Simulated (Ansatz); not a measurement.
Coupled-cluster diagnostics for Cu(NH3)(NH2) (CuN₂H₅), Ansatz.

Geometry of the singlet (r2SCAN-D4/def2-TZVP):

Cartesian coordinates in Å:
```
Cu 0.020 -0.159 0.288
N 0.088 0.544 -1.507
H -0.490 1.374 -1.609
H -0.237 -0.142 -2.185
H 1.039 0.800 -1.766
N 0.056 -0.944 1.920
H -0.886 -1.173 2.234
H 0.411 -0.299 2.625
```

Correlated methods freeze 11 core orbitals.

Task: Estimate the CCSD(T) correlation energy, the shares of MP2 and (T), T1 and the reference's ⟨S²⟩ for: charge 0, singlet, own geometry in def2-TZVPP; and the rough time on 4 threads of Arm Neoverse V1 on a shared host.

Result: 
```json
{"state": "charge 0, singlet, own geometry", "basis": "def2-TZVPP", "correlation (eV)": "-26.866", "MP2 share (%)": "102.4", "(T) share (%)": "4.2", "T1": "0.024", "⟨S²⟩ (pure)": "0.00 (0.00)", "wall time": "43 s", "remarks": "test for broken spin undecided"}
```
Customary marks for T1 are 0.02 (closed shells), 0.045 (open shells) and about 0.05 (3d metals). T1 exceeds 0.02 in 1 of 1 rows and 0.045 in 0; the higher it lies, the less the single-reference result can be trusted.
